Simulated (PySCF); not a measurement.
Run record: excited-state job, `F/C(=C/[SiH3])[Si@@H](Cl)CCl`.

Computed with TDDFT CAM-B3LYP/def2-SVPD, vertical, gas phase, core orbitals frozen in the response (PySCF 2.14.0, density-fitted response routines). Geometry: GFN2-xTB. The input is one job of a driver script: a line of settings, then coordinates in Å.

Command:
```bash
OMP_NUM_THREADS=1 python probes_run.py task.json out
```

Input:
```
{"job": {"kind": "uv", "xc": "CAM-B3LYP", "basis": "def2-SVPD", "nstates": 8, "ntriplets": 3}, "charge": 0, "multiplicity": 1}
F     -0.200245    -0.840045     2.070370
C      0.324704    -0.349028     0.901684
C      1.634910    -0.448229     0.725953
Si     2.595957     0.144389    -0.776455
Si    -1.014399     0.378371    -0.234309
Cl    -0.906389    -0.501682    -2.035602
C     -2.676850    -0.055036     0.605450
Cl    -4.018573     0.726242    -0.280111
H      2.201156    -0.923885     1.518676
H      1.914766     1.288621    -1.382499
H      3.924485     0.540386    -0.303225
H      2.713819    -0.958468    -1.730449
H     -0.885524     1.827266    -0.362041
H     -2.884025    -1.124092     0.607045
H     -2.728206     0.303179     1.630981
```

Problem. Estimate the output.

Solution. 
```
coarse grid: 15184 points
cycle   1  E = -1716.8396085549  dE =  7.403e-01  |g| = 5.580e-01  |ddm| = 5.159e+00
cycle   2  E = -1716.8296912379  dE =  9.917e-03  |g| = 6.583e-01  |ddm| = 1.631e+00
cycle   3  E = -1716.9157081571  dE = -8.602e-02  |g| = 6.479e-02  |ddm| = 7.596e-01
cycle   4  E = -1716.9166220202  dE = -9.139e-04  |g| = 2.605e-02  |ddm| = 1.388e-01
cycle   5  E = -1716.9167898963  dE = -1.679e-04  |g| = 6.508e-03  |ddm| = 5.306e-02
cycle   6  E = -1716.9168009813  dE = -1.109e-05  |g| = 2.045e-03  |ddm| = 1.414e-02
cycle   7  E = -1716.9168021030  dE = -1.122e-06  |g| = 7.254e-04  |ddm| = 3.620e-03
final grid: 130176 points
cycle   8  E = -1717.1184897935  dE = -1.959e-05  |g| = 3.718e-03  |ddm| = 5.863e-02
cycle   9  E = -1717.1184889074  dE =  8.861e-07  |g| = 4.447e-03  |ddm| = 9.768e-03
cycle  10  E = -1717.1184929280  dE = -4.021e-06  |g| = 3.375e-04  |ddm| = 4.559e-03
cycle  11  E = -1717.1184929469  dE = -1.892e-08  |g| = 1.551e-04  |ddm| = 5.463e-04
cycle  12  E = -1717.1184929522  dE = -5.324e-09  |g| = 4.122e-05  |ddm| = 2.525e-04
cycle  13  E = -1717.1184929527  dE = -4.707e-10  |g| = 1.084e-05  |ddm| = 8.279e-05
converged SCF energy = -1717.1184929527

Static polarisability (au): isotropic 114.932, principal 90.792 106.867 147.137

Singlet excitations
state   eV       nm        f      main configurations
  1   6.3330    195.8   0.34911   H->L 0.95
  2   6.5683    188.8   0.00386   H-1->L 0.56, H-3->L 0.29
  3   6.8493    181.0   0.02370   H->L+1 0.42, H-1->L+1 0.27, H-1->L+3 0.10
  4   6.9017    179.6   0.00380   H->L+1 0.41, H-1->L+1 0.31
  5   7.1565    173.2   0.00109   H-3->L 0.54, H-1->L 0.29
  6   7.2199    171.7   0.00334   H-2->L+1 0.48, H-2->L+3 0.19, H-2->L+5 0.18
  7   7.2959    169.9   0.00317   H-5->L 0.81
  8   7.4870    165.6   0.00317   H->L+2 0.64, H->L+3 0.15

Triplet excitations (Tamm-Dancoff, eV): 3.9206 6.0793 6.1994
```

The SCF starts on a coarse grid where the log names one; the energy can jump when the final grid takes over, and dE then counts from the start density on the new grid. H and L stand for HOMO and LUMO; the number after each pair is its weight.

Problem. How does the lowest singlet excitation compare with the HOMO–LUMO gap?

Solution. HOMO -9.42 eV and LUMO -0.22 eV give a gap of 9.20 eV; S1 at 6.33 eV lies 2.87 eV below it.

Problem. Give S1 in cm⁻¹ and kJ/mol.

Solution. 6.3330 eV × 8065.54 = 51079 cm⁻¹; × 96.485 = 611.0 kJ/mol.

In short: HOMO -9.42 eV, LUMO -0.22 eV; lowest singlet 6.33 eV; lowest triplet 3.92 eV (Tamm–Dancoff); mean polarisability 114.9 au.

Problem. Estimate the wall time. Hardware: an Intel Xeon at 2.50 GHz with one thread, shared host. And the peak memory of the process?

Solution. About 2.6 min, with 1.2 GiB resident at the peak, the Python interpreter and its libraries included.

One conformer stands for the species.
Labels such as C1 count atoms from 1, the log's own numbers from 0.
